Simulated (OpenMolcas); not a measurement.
## d5 ions of charge +3 down a group with 6 fluoride ligands in octahedral coordination

* Program: OpenMolcas
* Method: SS-CASPT2, IPEA 0.25 Eh, imaginary shift 0.1 Eh
* Spin-orbit coupling: state interaction with AMFI integrals over the reference wave functions

The d shell is active; CASPT2 correlates the ligand valence shells and the outer metal core. Anionic complexes are neutralised by point charges behind the ligands. Distances were set from a Shannon-type radius of the metal (high-spin where two are listed) plus a fixed donor radius (F 1.31 Å). Ligand basis ANO-RCC-VDZP, DKH2 Hamiltonian. States (labels of O, the rotations of Oh). Energies in cm-1 above the lowest state or level, χT in cm3 K/mol; under a threefold ground state the first gap can be a small split of the lowest multiplet, not the spin-orbit step; 10Dq and B are least-squares fits to the states below 45000 cm-1, weighted by degeneracy, with a free offset, and given where the rms deviation is under 5 % of |10Dq| (or 100 cm-1) and under 700 cm-1. Spin-only χT is S(S+1) / 2 for the spin of the ground state.

```json
{"Ion": "Fe3+", "Shell": "3d5", "R (Å)": "1.96", "Metal basis": "ANO-RCC-VTZP", "Outer charge (e at Å behind ligand)": "0.5 at 3.2", "Ground state": "6A1", "First state of that spin": "", "10Dq": "", "B (rms of fit)": "", "First gap with spin-orbit (degeneracies)": "19970 (6, 2)", "χT at 300 K": "4.384", "First state of another spin": "4T1 20130", "Spin-only χT": "4.375"}
{"Ion": "Ru3+", "Shell": "4d5", "R (Å)": "1.99", "Metal basis": "ANO-RCC-VDZP", "Outer charge (e at Å behind ligand)": "0.5 at 2.6", "Ground state": "2T2", "First state of that spin": "2A2 18300", "10Dq": "22033", "B (rms of fit)": "609 (341)", "First gap with spin-orbit (degeneracies)": "2030 (2, 4)", "χT at 300 K": "0.644", "First state of another spin": "4T1 10090", "Spin-only χT": "0.375"}
```

The rows also differ in their metal basis and outer charges, so part of each step comes from that.

Below the highest spin of the shell: Ru3+. χT departs most from the spin-only value for Ru3+, by +0.269 cm3 K/mol.

Roots that are degenerate in the reference are averaged as groups; the widest CASPT2 spread within a group is 370 cm-1 (the 3-fold group of multiplicity 2 near 43800 cm-1 above the lowest state of its run, Fe3+). Shifts and gaps below about the spread of the groups concerned are not significant. Over all roots computed the reference weight is 0.69 to 0.72 in Fe3+, 0.70 to 0.71 in Ru3+; a low but even weight reflects the number of correlated electrons. Ligand-to-metal charge-transfer states are missing. With no ligand orbital active B as a rule stays too high, so bands that hang on it stand too high and its fall with covalency is understated. With one d shell and no ligand orbital active, 10Dq can be off by a tenth or more. These CASPT2 states fit no ligand-field parameters well, so their order and spin gaps are uncertain (holds for Fe3+). Free-ion shares, where given, are those of the reference states; single-state CASPT2 does not remix them (holds for Fe3+). An orbital triplet at a regular site is open to Jahn-Teller coupling, which can distort the site and quench the lowest spin-orbit gaps and is left out (holds for Ru3+). This shell can be high or low spin here, a state of another spin lies low, and with metal d orbitals alone active their balance is uncertain, so the ground spin may be wrong, although the usual error favours high spin (holds for Ru3+). The least metal-like active orbital is 82 % on the metal (Löwdin) and no ligand orbital is active, so the numbers are rough (holds for Ru3+). No measured value stands beside these numbers; the geometry is a model, was not optimised and need not be the one that this ion takes.
